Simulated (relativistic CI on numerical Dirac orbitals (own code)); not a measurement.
# Cr2+ in a cubic cluster: 3p photoemission with charge transfer

Computed with a charge-transfer multiplet model of a cubic metal-ligand cluster with up to one ligand hole, Slater and spin-orbit integrals from Dirac-Coulomb-Breit ions, Slater integrals scaled by 0.8. The parameters are those of a tetrahedral site (10Dq negative, t2 hopping the larger). The ground state mixes d4 with configurations of k ligand holes L, whose averages lie at kΔ + k(k − 1)U_dd/2; a core hole lowers each added d electron by U_cd. 300 K, Lorentzian 0.9 eV and Gaussian 0.8 eV FWHM.

Atomic integrals in eV (Slater integrals scaled, ζ unscaled), ground: F2dd 7.675, F4dd 4.768, zeta_d 0.027; with the core hole: F2dd 8.641, F4dd 5.412, zeta_d 0.032, zeta_core 0.680, F2cd 9.353, G1cd 11.618, G3cd 7.071.

Cluster parameters (eV): U_dd = 5.7, U_cd = 6.8, 10Dq = -0.25, 10Dq(ligand) = 0, V(eg) = 0.65, V(t2g) = -1.1, final-state hopping factor = 1.

```tsv
Case	n_d	d4	d5L	S
Δ = 5 eV	4.14	0.86	0.14	2.00
Δ = 6 eV	4.11	0.89	0.11	2.00
Δ = 7 eV	4.08	0.92	0.08	2.00
```

Weights, n_d and S are thermal averages at 300 K. Binding energies count from the first peak over 30 % of the highest in each spectrum, which can be another peak from case to case. The parameters are a model scan and need not match a compound or its usual spin state. Peaks in eV (height, largest 100):
- Δ = 5 eV: 0.0 (83), 2.2 (61), 4.0 (78), 6.0 (100), 8.7 (34), 10.8 (21), 15.7 (25), 18.0 (31), 20.2 (20), 21.9 (21), 25.3 (19)
- Δ = 6 eV: 0.0 (96), 1.9 (63), 3.7 (100), 5.6 (97), 8.6 (26), 10.6 (17), 15.4 (30), 18.0 (32), 20.4 (22), 21.7 (24), 24.9 (15)
- Δ = 7 eV: 0.0 (93), 3.5 (100), 5.2 (72), 8.7 (16), 10.9 (11), 15.3 (29), 18.2 (28), 20.6 (23), 24.8 (9)

Curve for Δ = 5 eV (points under 2 left out, the grid thinned):

```tsv
E (eV)	Intensity
-3.8	3.0
-3.1	4.1
-2.4	6.4
-1.7	12.1
-1.0	32.7
-0.3	75.9
0.4	74.0
1.1	45.0
1.9	57.2
2.6	59.3
3.3	64.3
4.0	77.7
4.7	67.1
5.4	78.1
6.1	99.8
6.8	67.6
7.5	37.2
8.2	32.0
8.9	33.2
9.6	23.2
10.3	19.9
11.0	20.5
11.8	14.3
12.5	7.9
13.2	6.6
13.9	7.5
14.6	10.9
15.3	21.9
16.0	23.3
16.7	16.5
17.4	23.0
18.1	30.5
18.8	17.8
19.5	16.4
20.2	19.8
20.9	17.7
21.6	20.2
22.4	18.2
23.1	11.9
23.8	8.1
24.5	10.8
25.2	18.3
25.9	12.2
26.6	4.3
27.3	2.1
```

For the case Δ = 5 eV, Δ = 5 eV is smaller than U_dd = 5.7 eV, the charge-transfer side of the Zaanen-Sawatzky-Allen scheme. With the core hole the configuration with one ligand hole lies at Δ − U_cd = -1.8, -0.8, 0.2 eV from the one without, in the order of the table; where this is negative the screened configuration lies lower, though the effective hopping of about 2.4 eV (from the holes of the mixed ground state) mixes the two strongly wherever it is as large as the gap.

With at most 1 ligand hole the space is cut while the next configuration still counts, so covalency is underestimated, and a final configuration with one more ligand hole, which can lie low, is missing from the spectra.
